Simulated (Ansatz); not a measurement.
Reaction (formal exchange of groups at the Si–F bond): `O[Si@H](Cl)C[Si@@H](O)F` + `ClC(Cl)(Br)Br` → `O[Si@H](Cl)C[Si@H](O)Cl` + `FC(Cl)(Br)Br`

Gas-phase electronic energies from Ansatz, PBE0-D4/def2-TZVP geometries. CCSD(T)/CBS adds triple-zeta CCSD(T) − MP2 to the extrapolated MP2 energy (def2 sets, frozen cores). Functionals use def2-TZVPP. B3LYP here is the variant with VWN-RPA as its local correlation; programs differ in this. For Br outer-core shells are correlated without core-valence functions, which leaves a few kJ/mol of doubt a bond. Scalar relativity is left out up to krypton. One conformer a species, not always the lowest.

Is it downhill or uphill in electronic energy at CCSD(T)/CBS, and by how much? (An estimate is asked.)

Computed: Uphill: ΔE = +9.9 kcal/mol.

What do these levels give: PBE0-D4, ωB97X-V, ωB97M-V, PBE0, B3LYP, HF/def2-TZVPP, MP2/def2-TZVPP, CCSD/def2-TZVPP, HF/def2-QZVPP, SCS-MP2/def2-QZVPP, HF/CBS(def2), CCSD/CBS(def2)? (Best estimate.)

Ansatz gave: PBE0-D4 5.2, ωB97X-V 6.0, ωB97M-V 6.5, PBE0 5.1, B3LYP 6.5, HF/def2-TZVPP 6.3, MP2/def2-TZVPP 10.8, CCSD/def2-TZVPP 8.5, HF/def2-QZVPP 6.8, SCS-MP2/def2-QZVPP 11.5, HF/CBS(def2) 6.9, CCSD/CBS(def2) 9.8 kcal/mol.

Largest T1 diagnostic among the species: 0.011.

In def2-TZVPP, CCSD(T) changes the Hartree–Fock value by +2.2 kcal/mol (the triples alone add +0.1 kcal/mol) and MP2 by +4.5 kcal/mol.
